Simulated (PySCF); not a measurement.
**Mayer bond orders and bond lengths**

Compound: C2H7O2PSi2.
Numbering: `[CH:1]#[C:2][Si@:3]([OH:4])([PH2:5])[O:6][SiH3:7]` (hydrogens: H8 on C1; H9 on O4; H10, H11 on P5; H12, H13, H14 on Si7)

Cartesian coordinates in Å at the GFN2-xTB level; atoms count from 1:
```xyz
14
C2H7O2PSi2 angstrom
C     -0.1012   -0.2968   -2.9905
C     -0.1074   -0.4982   -1.8057
Si    -0.2334   -0.7696    0.0320
O      0.0106   -2.3254    0.4216
P     -2.2045   -0.3160    0.9744
O      0.9527    0.1324    0.6858
Si     1.4498    1.5159    1.3675
H     -0.0704   -0.1287   -4.0290
H      0.8808   -2.7129    0.3661
H     -2.4031    0.8678    0.2795
H     -2.9425   -1.0504    0.0628
H      0.7827    1.6481    2.6612
H      1.0936    2.6176    0.4733
H      2.8915    1.3158    1.4788
```

Bond orders from the PBE0/pcSseg-1 density (PySCF). The structure is a single GFN2-xTB conformer in the gas phase; no vibrational or solvent corrections.

(1) How far do the computed orders between heavy atoms stray from the drawn ones?

(2) Give the Mayer order of every bond between heavy atoms, beside its length.

## Answers

(1) The largest departure is 0.432, at C1–C2 (drawn triple, 2.568). Drawn single, order below 0.88: C2–Si3 (0.824). Drawn double or triple, more than 0.30 short of the drawn order: C1–C2 (2.568).

(2) 
```json
{"bond": "C1–C2", "drawn as": "triple", "length (Å)": "1.202", "Mayer order": "2.568"}
{"bond": "C2–Si3", "drawn as": "single", "length (Å)": "1.862", "Mayer order": "0.824"}
{"bond": "Si3–O4", "drawn as": "single", "length (Å)": "1.622", "Mayer order": "1.102"}
{"bond": "Si3–P5", "drawn as": "single", "length (Å)": "2.231", "Mayer order": "0.996"}
{"bond": "Si3–O6", "drawn as": "single", "length (Å)": "1.627", "Mayer order": "0.953"}
{"bond": "O6–Si7", "drawn as": "single", "length (Å)": "1.620", "Mayer order": "0.908"}
```

By pair of heavy elements: O–Si: lowest O6–Si7 (0.908, 1.620 Å), highest Si3–O4 (1.102, 1.622 Å); in 1 of the 3 pairs the longer bond (by over 0.003 Å) has the higher order (by 0.02 or more).

Task: And the bonds to hydrogen?

Result: C–H: 1.09 (1 bond); H–O: 0.93 (1 bond); H–P: 0.93 (2 bonds); H–Si: 0.93 to 0.94 (3 bonds).

Task: Sum the orders of all bonds at each heavy atom with more than one neighbour and set the sums beside the valence in the SMILES.

Result: C1 3.655 (drawn 4), C2 3.392 (drawn 4), Si3 3.875 (drawn 4), O4 2.029 (drawn 2), P5 2.856 (drawn 3), O6 1.861 (drawn 2), Si7 3.699 (drawn 4). Orders between atoms that aren't bonded are not in these sums.

The Mayer order sums products of elements of PS (density times overlap matrix) between the two atoms' basis functions, so it depends on the basis set.
